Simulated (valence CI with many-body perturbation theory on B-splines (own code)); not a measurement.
Hyperfine factors and g values of In³⁴⁺

Calculated by configuration interaction combined with many-body perturbation theory (CI+MBPT): five valence electrons over a frozen Dirac-Fock core [Ne], radial functions for each j: 11 s, 11 p, 10 d, 8 f, 5 g, 2 h, with the one-electron correlation potential Σ1, the two-electron term Σ2, the three-electron term Σ3, Breit, model QED; selected CI, second order for the rest, scaled by the run's own slope (own B-spline code, finite nucleus).

The last digits are not significant, and no measured levels were compared; by estimate large intervals hold to a few tenths of a per cent, small ones and those within an open d or f shell to about a per cent. Among the levels kept, up to 4300 cm⁻¹ of a level comes from second order outside the variational space, and about a tenth of that is noise between levels of different J, which matters for small intervals.

A/g_I is the dipole constant over the nuclear g factor μ/I (μ in nuclear magnetons, uniformly magnetised nucleus), B/Q the quadrupole constant per barn. Both hold the static response of the core; the bare values leave it out. Large factors of s and p1/2 electrons are usually good to 5 to 10 %; those of open d and f shells near neutrality can be off by tens of per cent, and small factors of p3/2, d and f electrons come from cancelling terms and can be off by a factor of two or in sign, in half-filled shells by more. B is blank for J = 1/2, where it vanishes, and for nearly pure S terms. Energies count from the lowest level.

Levels are named by their leading jj configuration (3d3/2^4 stands for four electrons in 3d with j = 3/2), which in mixed levels can hold well under half, so a name can repeat and another be missing. Letters in brackets count levels of one name in rising energy.

| Level | E (cm⁻¹) | g | A/g_I (MHz) | A/g_I bare | B/Q (MHz/b) | B/Q bare |
| --- | --- | --- | --- | --- | --- | --- |
| (3s^2 3p1/2^2 3p3/2) J=3/2 | 0 | 1.438 | 44200 | 44400 | 76000 | 74500 |
| (3s^2 3p1/2 3p3/2^2) J=3/2 | 348260 | 1.411 | 2470 | 3670 | 24700 | 24200 |
| (3s^2 3p1/2 3p3/2^2) J=5/2 | 405720 | 1.195 | 99900 | 98100 | -300 | -291 |
| (3s^2 3p1/2 3p3/2^2) J=1/2 | 476790 | 0.659 | 301000 | 292000 |  |  |
| (3s^2 3p3/2^3) J=3/2 | 831060 | 1.272 | 51800 | 51400 | -101000 | -98600 |
| (3s 3p1/2^2 3p3/2^2) J=5/2 | 1059500 | 1.495 | 188000 | 184000 | 23100 | 22700 |
| (3s^2 3p1/2^2 3d3/2) J=3/2 | 1064700 | 0.842 | 11100 | 12200 | -5700 | -4740 |
| (3s 3p1/2^2 3p3/2^2) J=1/2 | 1225500 | 2.290 | 757000 | 737000 |  |  |
| (3s^2 3p1/2^2 3d5/2) J=5/2 | 1240700 | 1.194 | 33000 | 33300 | 35300 | 35600 |
| (3s 3p1/2^2 3p3/2^2) J=3/2 | 1243200 | 1.153 | -43100 | -40200 | -21400 | -20800 |
| (3s^2 3p1/2 3p3/2 3d3/2) J=3/2 [a] | 1418100 | 0.980 | 57600 | 57400 | -59700 | -58600 |
| (3s^2 3p1/2 3p3/2 3d3/2) J=5/2 [a] | 1419900 | 0.983 | 84000 | 82800 | -19800 | -19000 |
| (3s^2 3p1/2 3p3/2 3d3/2) J=1/2 [a] | 1427300 | 0.287 | 98200 | 96700 |  |  |
| (3s 3p1/2 3p3/2^3) J=3/2 [a] | 1435300 | 1.404 | 118000 | 116000 | -49000 | -47900 |
| (3s^2 3p1/2 3p3/2 3d3/2) J=7/2 | 1472800 | 1.096 | 69800 | 69200 | 51500 | 51200 |
| (3s^2 3p1/2 3p3/2 3d5/2) J=5/2 [a] | 1495200 | 1.194 | 168000 | 164000 | -100000 | -98100 |
| (3s^2 3p1/2 3p3/2 3d5/2) J=7/2 [a] | 1514700 | 1.306 | -4080 | -2600 | 99300 | 98400 |
| (3s^2 3p1/2 3p3/2 3d5/2) J=9/2 | 1572200 | 1.220 | 53100 | 52800 | 60200 | 60200 |
| (3s^2 3p1/2 3p3/2 3d5/2) J=5/2 [b] | 1597300 | 1.301 | 36500 | 37100 | 17100 | 17100 |
| (3s 3p1/2 3p3/2^3) J=1/2 | 1602300 | 1.207 | 46800 | 45900 |  |  |
| (3s^2 3p1/2 3p3/2 3d5/2) J=3/2 [a] | 1614100 | 1.163 | -12400 | -10500 | -52800 | -51600 |
| (3s^2 3p1/2 3p3/2 3d3/2) J=3/2 [b] | 1640400 | 1.261 | -5670 | -3780 | 6290 | 5890 |
| (3s^2 3p1/2 3p3/2 3d3/2) J=5/2 [b] | 1673900 | 1.206 | 87600 | 86400 | -27700 | -26900 |
| (3s^2 3p1/2 3p3/2 3d3/2) J=1/2 [b] | 1677100 | 1.964 | 50700 | 51900 |  |  |
| (3s^2 3p1/2 3p3/2 3d5/2) J=7/2 [b] | 1679100 | 1.063 | 61100 | 60300 | 46700 | 46800 |
| (3s^2 3p1/2 3p3/2 3d5/2) J=3/2 [b] | 1736500 | 1.099 | 84300 | 83000 | -5900 | -5750 |
| (3s^2 3p1/2 3p3/2 3d5/2) J=5/2 [c] | 1744900 | 1.171 | 31600 | 31700 | 26400 | 26500 |
| (3s 3p1/2 3p3/2^3) J=3/2 [b] | 1768000 | 1.115 | 89700 | 88300 | 31100 | 30700 |
| (3s^2 3p1/2 3p3/2 3d5/2) J=1/2 | 1817500 | 1.140 | 32700 | 32300 |  |  |
| (3s^2 3p3/2^2 3d5/2) J=7/2 | 1932400 | 1.257 | 27200 | 27700 | 20200 | 20200 |
| (3s^2 3p3/2^2 3d5/2) J=1/2 | 1932600 | 1.264 | 164000 | 160000 |  |  |
| (3s^2 3p3/2^2 3d5/2) J=9/2 | 1955700 | 1.216 | 30100 | 30400 | 73000 | 72700 |
| (3s^2 3p3/2^2 3d3/2) J=1/2 | 1986100 | 1.504 | 30200 | 30200 |  |  |
| (3s^2 3p3/2^2 3d3/2) J=5/2 | 1989000 | 1.199 | 69800 | 69200 | -26900 | -26500 |
| (3s^2 3p3/2^2 3d3/2) J=3/2 [a] | 1992100 | 1.151 | 26500 | 27100 | -32100 | -31900 |
| (3s^2 3p3/2^2 3d3/2) J=7/2 | 2019700 | 1.097 | 41300 | 41400 | 6620 | 7590 |
| (3s^2 3p3/2^2 3d3/2) J=3/2 [b] | 2091500 | 0.988 | 26100 | 27000 | 18600 | 18900 |
| (3s^2 3p3/2^2 3d5/2) J=5/2 [a] | 2098400 | 1.203 | 14800 | 15700 | 120000 | 118000 |
| (3s 3p1/2^2 3p3/2 3d3/2) J=5/2 [a] | 2125600 | 1.389 | 149000 | 147000 | 16700 | 16100 |
| (3s 3p1/2^2 3p3/2 3d3/2) J=3/2 [a] | 2132300 | 1.511 | 150000 | 148000 | -5490 | -5950 |

(1) Take the isotope of mass number 113, with I = 9/2, μ = 5.5208 μN and Q = 0.761 b. What is the hyperfine structure of (3s^2 3p1/2 3p3/2^2) J=5/2?

Results:

(1) From the table A = 123000 MHz, B = -228 MHz. Shifts from the centre of gravity in MHz: F = 2: -1690000, F = 3: -1320000, F = 4: -830000, F = 5: -215000, F = 6: 523000, F = 7: 1380000.
